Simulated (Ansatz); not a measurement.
`CBCCO` and `OCCN[SiH3]` differ in one atom or group.

Ansatz, PBE0-D4/def2-TZVP geometries, multiplicity 1. Each molecule was computed in one conformer, which needn't be the lowest.

```csv
property,`CBCCO`
HOMO–LUMO gap (PBE/def2-TZVPP) / eV,4.21
LUMO energy (B3LYP/def2-TZVPP) / eV,-1.04
HOMO energy (PBE0/def2-TZVPP) / eV,-7.66
zero-point energy (PBE0-D4/def2-TZVP) / kJ/mol,311.6
HOMO–LUMO gap (B3LYP/def2-TZVPP) / eV,6.40
"ideal-gas entropy at 298 K and 1 bar (rigid rotor, harmonic PBE0-D4/def2-TZVP) / J/(mol·K)",351
```

Question: Give the same properties after the change, and the shifts. (An estimate is asked.)

Answer: Computed: 
| property | `OCCN[SiH3]` | shift |
| --- | --- | --- |
| HOMO–LUMO gap (PBE/def2-TZVPP) / eV | 5.06 | 0.85 |
| LUMO energy (B3LYP/def2-TZVPP) / eV | 0.19 | 1.23 |
| HOMO energy (PBE0/def2-TZVPP) / eV | -6.78 | 0.88 |
| zero-point energy (PBE0-D4/def2-TZVP) / kJ/mol | 296.9 | -14.7 |
| HOMO–LUMO gap (B3LYP/def2-TZVPP) / eV | 6.76 | 0.36 |
| ideal-gas entropy at 298 K and 1 bar (rigid rotor, harmonic PBE0-D4/def2-TZVP) / J/(mol·K) | 354 | 3 |

With PBE0 the HOMO rises by 0.88 eV and the LUMO rises by 1.27 eV, so the gap widens by about 0.39 eV. PBE moves the HOMO by 0.60 eV and ωB97M-V by 0.96 eV. Modes under 60 cm⁻¹, often nearly free rotors, make the harmonic entropy too high.

B3LYP here is the variant with VWN-RPA as its local correlation; programs differ in this.
